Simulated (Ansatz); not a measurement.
Conformers of `FCC(F)I`, each relaxed with PBE0-D4/def2-TZVP in Ansatz. CBS adds the triple-zeta coupled-cluster correction to the MP2 limit.

Elements past krypton have def2 core potentials. Outer-core shells of I are correlated without core-valence functions. Spin–orbit coupling is left out.

Not all of them had a frequency check.

Conformer A:

Cartesian coordinates in Å:
```
F -0.782 0.971 -1.384
C 0.202 0.261 -0.733
C -0.320 -0.178 0.606
F -0.548 0.889 1.408
I 1.142 -1.474 1.512
H 0.466 -0.611 -1.335
H 1.075 0.907 -0.604
H -1.235 -0.765 0.529
```

Conformer B:

Z-matrix (Å, degrees):
```
C
C 1 1.510
F 1 1.369 2 109.9
H 1 1.093 2 110.8 3 -121.2
H 1 1.096 2 108.2 3 118.5
I 2 2.148 1 111.7 3 64.9
F 2 1.359 1 108.2 3 -174.1
H 2 1.090 1 112.3 3 -53.2
```

Q: Which is lowest in electronic energy at CCSD(T)/CBS (frozen core, def2 sets), and by how much? (Best estimate.)

A: Computed: A; B lies 6.9 kJ/mol higher.

Q: Give the energies relative to A (kJ/mol) with PBE-D4/def2-TZVPP, B2PLYP/def2-TZVPP, B3LYP/def2-TZVPP, SCS-MP2/def2-TZVPP, CCSD/def2-TZVPP, SCS-MP2/def2-QZVPP, HF/CBS(def2). (An estimate is asked.)

A: Computed: 
```tsv
level	B
PBE-D4/def2-TZVPP	7.8
B2PLYP/def2-TZVPP	6.8
B3LYP/def2-TZVPP	6.8
SCS-MP2/def2-TZVPP	6.6
CCSD/def2-TZVPP	5.9
SCS-MP2/def2-QZVPP	7.0
HF/CBS(def2)	5.2
```

B3LYP here is the variant with VWN-RPA as its local correlation; programs differ in this.
